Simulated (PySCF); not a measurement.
# C₁₀H₁₀O: full NMR table

| Quantity | Value |
| --- | --- |
| Formula | C10H10O |
| SMILES | O=C(c1ccccc1)C1CC1 |
| InChI | InChI=1S/C10H10O/c11-10(9-6-7-9)8-4-2-1-3-5-8/h1-5,9H,6-7H2 |
| Point group of the computed structure | C1 |
| Degrees of unsaturation | 6 |
| Carbon signals | 7 |
| Proton signals | 6 |

Atoms are numbered as in `[O:1]=[C:2]([c:3]1[cH:4][cH:5][cH:6][cH:7][cH:8]1)[CH:9]1[CH2:10][CH2:11]1`; H(Xn) means a hydrogen on atom n. Ha(C10), Ha(C11) are cis to C2 on the ring; Hb(C10), Hb(C11) are trans to C2 on the ring.

All values are calculated (PySCF 2.14): PBE0/pcSseg-1 with gauge-including orbitals, couplings computed with B3LYP/pcJ-1 (without the spin–dipole term), PBE0-D3(BJ)/def2-SVP structure. One averaged value for each set of equivalent atoms, no solvent, single conformer, no relativistic terms.

Referencing at the same level of theory: ¹H (σ = 31.27 ppm) and ¹³C (σ = 184.41 ppm) vs TMS; ¹⁷O (σ = 334.56 ppm) against H2O.

| carbon | δC, type | δH (multiplicity, J in Hz) | HMBC from (abs. J ≥ 3 Hz) | span of the C tensor (ppm) |
| --- | --- | --- | --- | --- |
| C2 | 201.9, C | – | H(C4)/H(C8), H(C9), Ha(C10)/Ha(C11) | 202 |
| C3 | 139.7, C | – | H(C5)/H(C7) | 211 |
| C4/C8 | 134.4, CH | 8.36 (m) | H(C4)/H(C8), H(C6) | 234 |
| C5/C7 | 133.7, CH | 7.61 (m) | H(C5)/H(C7) | 235 |
| C6 | 138.9, CH | 7.66 (m) | H(C4)/H(C8) | 243 |
| C9 | 16.2, CH | 2.50 (tt, 8.8, 5.0) | – | 92 |
| C10/C11 | 14.6, CH2 | Ha(C10) 1.29 (m); Hb(C10) 0.93 (m) | – | 55 |

Other nuclei:
| atoms | nucleus | environment | δ (ppm) | σ (ppm) |
| --- | --- | --- | --- | --- |
| O1 | ¹⁷O | ketone oxygen | 567.1 | -232.5 |

Selected couplings (Hz, signed; the shortest-range and largest first, 30 at most; isotopes ¹³C, ¹H): ¹J(C10,Ha(C10)) 176.3, ¹J(C10,Hb(C10)) 170.3, ¹J(C4,H(C4)) 169.1, ¹J(C9,H(C9)) 169.1, ¹J(C5,H(C5)) 168.2, ¹J(C6,H(C6)) 166.9, ²J(Ha(C10),Hb(C10)) -3.4, ³J(H(C4),H(C5)) 8.8, ³J(H(C9),Hb(C10)) 8.8, ³J(H(C5),H(C6)) 8.2, ³J(Ha(C10),Hb(C11)) 7.9, ³J(H(C9),Ha(C10)) 5.0.

Carbon types of the structure: 2 × C, 6 × CH, 2 × CH2, which accounts for all hydrogens. δC 201.9: ketone carbonyl carbon; low-lying n→π* states of the double bond to the heteroatom give a large paramagnetic term (-262 ppm). δC 139.7: substituted aromatic carbon. δC 138.9, 134.4, 133.7: aromatic CH; the aromatic region. δC 16.2, 14.6: three-membered-ring carbon; carbons of three-membered rings are unusually shielded. δH 8.36, 7.66, 7.61: hydrogen on an aromatic CH.

Splittings below 1 Hz are ignored in the labels, and close J values are merged. Couplings among chemically equivalent protons are left out too, so labels in AA′BB′ or AA′XX′ sets are apparent multiplicities. Unscaled 3J(H,H) at this level run about 10 % above measured values. Shifts are as computed. Against solution values, carbons near 30 ppm lie about +2 ppm off and those near 130 ppm about +5 ppm (rms about the fit 1.9 ppm; single classes can miss by 10 ppm). Of 1328 compounds with measured shifts, 309 miss one by over three times the rms of a fit or turn the order of signals round; such compounds aren't used in these exercises. Signals without a measured value on file couldn't be tested in this way; 1H shifts scatter by 0.2 ppm about their fit, and single ones miss by 0.5 ppm. Unscaled 17O shifts of doubly bonded oxygen tend to come out too high, by tens of ppm or more. Experimental scales use liquid or dissolved standards, which lie at an offset from isolated H2O (liquid H2O: subtract about 36 ppm).
